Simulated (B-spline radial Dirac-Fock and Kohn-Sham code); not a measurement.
## Elastic and transport cross sections of ytterbium for electrons

Model: relativistic (Dirac) partial waves in the static field of the Dirac-Fock atom with Furness-McCarthy exchange, without polarisation or absorption potentials. Program: an atomic code on a B-spline grid. σ_tr1 and σ_tr2 weight the cross section with 1 − P₁ and 1 − P₂ of cos θ; "backward" is the share scattered beyond 90°.

```csv
energy (eV),σ (a₀²),σ_tr1 (a₀²),σ_tr2 (a₀²),σ/σ_tr1,backward (%)
26800,1.61,0.0319,0.0634,50.4,0.42
30000,1.50,0.0268,0.0542,55.9,0.37
35900,1.34,0.0204,0.0421,65.8,0.29
37200,1.31,0.0193,0.0401,67.9,0.28
46000,1.14,0.0139,0.0296,82.5,0.21
50000,1.08,0.0122,0.0262,89.0,0.19
62800,0.938,0.00854,0.0188,110,0.14
71600,0.864,0.00696,0.0156,124,0.12
83500,0.785,0.00547,0.0124,143,0.098
94500,0.728,0.00451,0.0103,161,0.083
95100,0.725,0.00447,0.0102,162,0.083
99200,0.706,0.00418,0.00963,169,0.078
100000,0.703,0.00413,0.00951,170,0.077
136000,0.587,0.00256,0.00604,229,0.051
200000,?,?,?,?,?
300000,0.394,0.000759,0.00189,520,0.017
```

**Question.** Fill in the row for 200 keV.

**Answer.** σ = 0.476 a₀², σ_tr1 = 0.00141 a₀², σ_tr2 = 0.00342 a₀², σ/σ_tr1 = 338, backward 0.030 %. The ratio σ/σ_tr1 is roughly the number of elastic collisions that randomise the direction.

Values without a named source are computed, but for edge energies of neutral atoms, which are taken from tables.
